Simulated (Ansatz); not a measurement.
C$_{3}$H$_{6}$AlFSi (`C#C[SiH2][CH](F)[AlH2]`), relaxed with RKS PBE0-D4/def2-TZVP in Ansatz from a PBE-D4/def2-SVP geometry. The force threshold is 0.005 eV/Å; the program also tests the step.

Charge 0, multiplicity 1.

Start:

```xyz
12

C     0.997   -1.583    1.097
C     0.131   -1.410    0.231
Si   -1.017   -0.619   -1.025
C    -0.299    1.127   -0.874
F     0.747    1.277   -1.819
Al    0.495    0.940    0.997
H     1.748   -1.830    1.840
H    -2.411   -0.752   -0.481
H    -0.865   -1.339   -2.333
H    -1.050    1.937   -1.014
H    -0.542    1.050    2.215
H     2.065    1.202    1.167
```

Problem. How much energy does the relaxation release, and in how many steps? (An estimate is asked.)

Solution. The calculation gave: 1.38 kcal/mol, in 10 steps.

Problem. Which bonds change most? (Estimate.)

Solution. The calculation gave: C1–C2 from 1.237 to 1.214 Å; Si3–C4 from 1.894 to 1.874 Å; C4–H10 from 1.113 to 1.094 Å; Si3–H9 from 1.501 to 1.482 Å.

Problem. Give the relaxed structure. (Estimate.)

Solution. Ansatz gave: 
```xyz
12

C     0.949   -1.606    1.119
C     0.129   -1.411    0.247
Si   -0.983   -0.623   -1.021
C    -0.312    1.120   -0.865
F     0.668    1.350   -1.850
Al    0.528    0.949    0.970
H     1.665   -1.850    1.873
H    -2.370   -0.769   -0.515
H    -0.797   -1.316   -2.318
H    -1.082    1.891   -0.952
H    -0.484    1.077    2.189
H     2.088    1.188    1.122
```
